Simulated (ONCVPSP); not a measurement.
V (Z = 23): one change to an ONCV potential, before and after

V, optimised norm-conserving Vanderbilt (ONCV), made with ONCVPSP 4.0.1 (PBE, scalar-relativistic). Core [Ne], reference 3s2 3p6 3d3 4s2. Waves: 3s+4s: rc 1.65 bohr, ncon 5, nbas 8, qcut 9.2 1/bohr, 2 projectors; 3p: rc 1.00 bohr, ncon 4, nbas 9, qcut 7.8 1/bohr, 1 projector; 3d: rc 2.30 bohr, ncon 4, nbas 9, qcut 8.1 1/bohr, 2 projectors, debl 3 Ha. Local part: polynomial inside 0.75 bohr (lpopt 5, dvloc0 2 Ha). Core correction: Teter function fitted to the true core (icmod 2), fcfact 0.4.

All-electron outer shells of the reference configuration (PBE, scalar-relativistic, ld1.x):

```csv
shell,level (eV),outermost node (bohr),outermost maximum (bohr)
2p,-503.16,–,0.21
3s,-70.24,0.38,0.82
3p,-44.04,0.35,0.84
3d,-5.16,–,0.90
4s,-4.70,1.17,2.76
```

Change: s: rc 2.28.

Cutoffs: the cutoffs (Ha) at which the residual kinetic energy of the hardest occupied pseudo-wave falls to 1 and 0.1 mHa per electron; they do not see the model core or the augmentation charge, which bear on the density cutoff. Errors are all-electron minus pseudo energies relative to the spin-unpolarised reference configuration.

Problem. Predict the effect on cutoff, ghosts and configuration errors.

Solution. The potential gets softer (27 Ha and 189 Ha → 23 Ha and 189 Ha); of the 4 tests that both files solve, the error grows in 1 and shrinks in 1 by more than 15 % and 0.3 meV (median size 65.3 → 65.5 meV); neither file shows a bound ghost. A larger radius leaves more room for a smooth pseudo-wave, so fewer plane waves are needed.

```csv
quantity,base,changed
"cutoff, loose",27 Ha,23 Ha
"cutoff, tight",189 Ha,189 Ha
loose cutoff by channel,"s 27 Ha, p 23 Ha, d 22 Ha","s 17 Ha, p 23 Ha, d 22 Ha"
bound ghosts,none,none
GHOST(+) flags under 300 eV,s at 294.7 eV,none
"error for 3s2 3p6 3d3 4s1, meV [ΔE 7.74 eV]",+0.5,+0.1
"error for 3s2 3p6 3d3 4s0, meV [ΔE 22.03 eV]",-0.8,-3.6
"error for 3s2 3p6 3d2 4s0, meV [ΔE 50.93 eV]",+130,+127
"error for 3s2 3p5 3d3 4s2, meV [ΔE 50.95 eV]",-192,-178
p: phases at 1.01 bohr within 0.05 rad from the reference energy up to (Ha; the scan ends near 5),4.9,4.9
d: phases at 2.33 bohr within 0.05 rad from the reference energy up to (Ha; the scan ends near 5),4.7,4.7
"rms error of d²Exc/dni dnj with the model core, mHa",0.98,1.46
```
